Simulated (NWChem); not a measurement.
Molecule: ZnClF; SMILES [Cl][Zn][F]

```xyz
3

Zn    -0.2431     0.2785     0.0000
F     -0.4915     1.9710     0.0000
Cl     0.0586    -1.7802     0.0000
```
Atoms are numbered in this order, from 1.

Level: B3LYP/6-31G* (spherical d) (NWChem), optimised geometry, unscaled harmonic frequencies. 

```tsv
frequency (cm⁻¹)	IR intensity (km/mol)
113	24.2
411	11.4
747	65.9
```

The zero-point energy comes out as 1.8 kcal/mol and the thermal correction to the enthalpy at 298.15 K (with zero-point energy) is 4.9 kcal/mol. The heat capacity Cv comes out as 10.1 cal/(mol K). The entropy at 298.15 K and 1 atm (symmetry number 1) is 53.5 cal/(mol K) and the dipole moment is 0.17 D.

Rigid rotor and harmonic oscillator.
